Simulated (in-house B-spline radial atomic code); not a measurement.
## How G0W0 and RPA depend on the start: Bi⁵⁺

Configuration [Xe] 4f14 5d10. Computed with a B-spline radial code for spherical atoms: all electrons, scalar-relativistic (spin-free one-electron X2C), finite nucleus, each spin shell either full or empty, empty states to l = 9 with an (l + 1/2)⁻⁴ tail; G0W0 by contour deformation at full frequency.

Without the two-electron picture change, the correlation of inner shells comes somewhat too large for so heavy an element.

| start | mean-field 5d (eV) | G0W0 (eV) | QP weight | RPA correlation (Eh) |
| --- | --- | --- | --- | --- |
| Hartree-Fock | -89.32 | -89.89 | 0.973 | -6.6933 |
| LDA VWN5 | -80.83 | -89.92 | 0.950 | -7.1108 |
| PBE | -80.56 | -89.82 | 0.949 | -7.1041 |
| PBE0 | -83.09 | -89.82 | 0.960 | -6.9929 |
| r2SCAN | -81.12 | -89.68 | 0.955 | -7.0288 |
| HSE06 | -82.64 | -89.84 | 0.959 | -6.9991 |
| B3LYP (VWN-RPA) | -82.57 | -89.95 | 0.958 | -7.0169 |
| SCAN | -81.09 | -89.62 | 0.955 | -7.0308 |
| TPSS | -80.60 | ? | ? | ? |
| BHandHLYP | -85.41 | -89.94 | 0.965 | -6.8893 |
| CAM-B3LYP | -84.49 | -90.05 | 0.963 | -6.9825 |
| LC-wPBE | -85.72 | -90.03 | 0.966 | -7.0002 |
| wB97X | -85.46 | ? | ? | ? |
| PBEsol | -80.58 | -89.83 | 0.950 | -7.1066 |
| BLYP | -80.35 | -89.94 | 0.947 | -7.1063 |
| r2SCAN0 | -83.50 | -89.73 | 0.962 | -6.9416 |
| LDA exchange-only | -78.99 | -90.07 | 0.942 | -7.111 |

(1) What G0W0 level, weight and RPA correlation energy follow from the TPSS start?

(2) What G0W0 level, weight and RPA correlation energy follow from the wB97X start?

(3) How much of the dependence on the start does G0W0 remove?

Results:

(1) G0W0 level -89.80 eV, weight 0.951, RPA correlation -7.0857 hartree.

(2) G0W0 level -89.84 eV, weight 0.967, RPA correlation -6.9684 hartree.

(3) The mean-field levels span 10.3 eV and the G0W0 levels 0.452 eV. Against 88.4 ± 0.7 eV (NIST, semi-empirical) the G0W0 removal energies are off by +1.22 to +1.67 eV, with spin-orbit coupling, Breit and QED terms left out.
